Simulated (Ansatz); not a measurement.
Cost and result up the ladder for the cluster Be₂Se₂ (4 atoms). Charge 0, multiplicity 1. Geometry: r2SCAN-D4/def2-TZVP.

```xyz
4

Be   -0.0329   -0.8289   -1.4351
Be    0.7750    0.5026    1.3764
Se   -0.7679   -0.8460    0.6213
Se    0.0257    1.1723   -0.5626
```

Ansatz on 4 threads of Arm Neoverse V2 on a shared host. Times are rough, and most runs start from the orbitals of an earlier one. No level here is sound enough to serve as a yardstick. Binding counts from free atoms at the same level (Be singlet, Se triplet; other spins of the atoms weren't run), without zero-point energy or a counterpoise term.

Correlated methods freeze 18 core orbitals; core or outer-core shells of Se are correlated, in sets that lack core-valence functions. Another isomer (singlet) lies 4.41 eV lower at PBE0-D4/def2-TZVP; other spin states weren't run for this one.

Run but left out: HF/def2-TZVP (restricted singlet, unstable in another Hartree–Fock run and untested here).

Correlated methods converge slowly with the basis.

| level | functions | wall time |
| --- | --- | --- |
| PBE-D4/def2-TZVP (with forces) | 134 | 1.2 s |
| PBE0-D4/def2-TZVP | 134 | 1.4 s |
| r2SCAN-D4/def2-TZVP | 134 | 2.8 s |
| r2SCANh-D4/def2-TZVP | 134 | 3.1 s |
| CCSD(T)/def2-TZVPP | 134 | 39 s |

(1) Estimate what each level gives for the binding energy per atom (eV).

## Answers

(1) 
| level | binding energy per atom (eV) | remarks |
| --- | --- | --- |
| PBE-D4/def2-TZVP (with forces) | 2.02 | restricted SCF unstable in HF |
| PBE0-D4/def2-TZVP | 1.84 | restricted SCF unstable in HF |
| r2SCAN-D4/def2-TZVP | 1.92 | restricted SCF unstable in HF |
| r2SCANh-D4/def2-TZVP | 1.86 | restricted SCF unstable in HF |
| CCSD(T)/def2-TZVPP | 1.67 | flagged by the program, large T1 (0.021), restricted SCF unstable |
